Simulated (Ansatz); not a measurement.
Harmonic frequencies (cm⁻¹) at PBE0-D4/def2-TZVP from Ansatz: 69, 151, 168, 201, 267, 291, 341, 351, 426, 559, 681, 786, 811, 896, 936, 993, 1017, 1027, 1048, 1298, 1445, 1679, 3136, 3153, 3221, 3923, 3931.

Each molecule was computed in one conformer, which needn't be the lowest.

Which molecule is it?
A. `C[C@]1(F)O[Si@H]1O`
B. `CC(=O)O[SiH2]F`
C. `C=C[Si](O)(O)F`
D. `C=C(F)[SiH](O)O`

C.
